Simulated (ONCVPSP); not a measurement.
# What one change does to a pseudopotential (tungsten, ONCV)

```json
{
 "Element": "tungsten (W)",
 "Generator": "ONCVPSP 4.0.1",
 "Type": "optimised norm-conserving Vanderbilt (ONCV)",
 "Functional": "PBEsol",
 "Relativity": "scalar-relativistic",
 "Frozen core": "[Kr] 4d10",
 "Valence charge": "28",
 "Reference configuration": "4f14 5s2 5p6 5d4 6s2",
 "Partial waves": "5s+6s: rc 1.80 bohr, ncon 3, nbas 6, qcut 6.2 1/bohr, 2 projectors; 5p: rc 2.05 bohr, ncon 4, nbas 8, qcut 8.5 1/bohr, 1 projector; 5d: rc 2.50 bohr, ncon 4, nbas 9, qcut 6.9 1/bohr, 2 projectors, debl 3.8 Ha; 4f: rc 0.75 bohr, ncon 3, nbas 7, qcut 26.3 1/bohr, 2 projectors, debl 2 Ha",
 "Local potential": "polynomial inside 0.45 bohr (lpopt 2, dvloc0 0 Ha)",
 "Core correction": "none"
}
```

All-electron outer shells of the reference configuration (PBEsol, scalar-relativistic, ld1.x):

| shell | level (eV) | outermost node (bohr) | outermost maximum (bohr) |
| --- | --- | --- | --- |
| 4d | -238.27 | 0.22 | 0.45 |
| 5s | -79.11 | 0.53 | 0.96 |
| 5p | -43.22 | 0.57 | 1.09 |
| 4f | -33.24 | – | 0.43 |
| 6s | -5.75 | 1.28 | 2.64 |
| 5d | -4.51 | 0.63 | 1.49 |

Change: f: nproj 0; local potential the f channel.

Cutoffs: the cutoffs (Ha) at which the residual kinetic energy of the hardest occupied pseudo-wave falls to 1 and 0.1 mHa per electron; they do not see the model core or the augmentation charge, which bear on the density cutoff. Errors are all-electron minus pseudo energies relative to the spin-unpolarised reference configuration.

Question: What does the change do?

Answer: The potential gets neither clearly harder nor softer (261 Ha and 288 Ha → 261 Ha and 288 Ha); the bound ghosts move from p, s to d, p, s; of the 4 tests that both files solve, the error grows in 0 and shrinks in 1 by more than 15 % and 0.3 meV (median size 13.6 → 12.9 meV). In the separable form a ghost depends on how the local part lies against the semilocal potential of the channel, so the choice of the local part can create or remove one.

| quantity | base | changed |
| --- | --- | --- |
| cutoff, loose | 261 Ha | 261 Ha |
| cutoff, tight | 288 Ha | 288 Ha |
| bound ghosts | s, p | s, p, d |
| GHOST(+) flags under 300 eV | s at 135.7 eV, d at 201.5 eV | none |
| error for 4f14 5s2 5p6 5d4 6s1, meV [ΔE 8.93 eV] | -4.2 | -4.1 |
| error for 4f14 5s2 5p6 5d4 6s0, meV [ΔE 24.62 eV] | -15 | -14 |
| error for 4f14 5s2 5p6 5d3 6s0, meV [ΔE 50.03 eV] | -13 | -12 |
| error for 4f13 5s2 5p6 5d5 6s2, meV [ΔE 32.73 eV] | -140 | +85 |
| s: phases at 1.83 bohr within 0.05 rad from the reference energy up to (Ha; the scan ends near 5) | 4.2 | to the end of the scan |
| p: phases at 2.09 bohr within 0.05 rad from the reference energy up to (Ha; the scan ends near 5) | 0.1 | -0.1 |
| d: phases at 2.54 bohr within 0.05 rad from the reference energy up to (Ha; the scan ends near 5) | to the end of the scan | to the end of the scan |
| f: phases at 0.76 bohr within 0.05 rad from the reference energy up to (Ha; the scan ends near 5) | to the end of the scan | to the end of the scan |

 A true bound ghost makes a file unfit for plane-wave use even where its test errors are small: the radial tests pick states by their node count and pass the ghost by.
